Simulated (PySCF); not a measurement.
C₂H₆F₂OSi, SMILES COC(F)(F)[SiH3]. Geometry: PBE-D3(BJ)/def2-SVP. This is a generated structure with no PubChem entry under its InChIKey; it may be hypothetical. The values are those of a single conformer.

All values below come from PBE-D3(BJ)/def2-SVP (PySCF).

Harmonic wavenumbers (cm⁻¹): 81, 144, 147, 159, 204, 301, 396, 500, 501, 618, 618, 740, 867, 903, 905, 977, 993, 1073, 1120, 1169, 1213, 1404, 1406, 1431, 2186, 2204, 2204, 2975, 3067, 3110. Rotational constants (GHz): 4.334, 1.972, 1.859; symmetry number 1.

Work out the zero-point energy and the ideal-gas rigid-rotor harmonic-oscillator thermochemistry at 298.15 K and 1 atm.

ZPE = ½ Σ hcν = ½ × 33617 cm⁻¹ = 201.07 kJ/mol. H − E(el) = 224.61 kJ/mol. Entropy in J/(mol K): translation 167.61, rotation 114.66, vibration 82.38, total 364.66. G − E(el) = 115.89 kJ/mol. Cp = 123.33 J/(mol K). Modes under 150 cm⁻¹ make the vibrational entropy uncertain.
